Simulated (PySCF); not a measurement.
# UHF on Zr²⁺ (zirconium, charge +2)

Configuration: [Kr] 4d2, high-spin 3F determinant. Calculation: PySCF 2.14, in aug-cc-pVDZ-PP with ECP28MDF; scalar relativity through the core potential.

| Item | Value |
| --- | --- |
| Total energy | -45.660034 hartree |
| One-electron energy | -71.4822 hartree |
| Hartree (Coulomb) energy | 30.9206 hartree |
| Exchange energy | -5.0984 hartree |
| ⟨S²⟩ | 2.0030 |
| ⟨L²⟩ | 12.039 |
| Sum of ⟨r⟩ | 14.83 bohr |
| Sum of ⟨r²⟩ | 25.80 bohr² |
| Time after the integrals | 0.22 s of wall time on 1 thread of Neoverse-V1 (shared host) |

```tsv
shell	electrons	mean orbital energy (hartree)	rms radius, mean of both spins (bohr)
4s α	1	-3.06434	1.31
4s β	1	-2.97825	1.31
4p α	3	-2.07744	1.47
4p β	3	-1.95938	1.47
4d α	2	-0.84239	2.16
```

Energies and moments cover only the electrons outside the core potential.
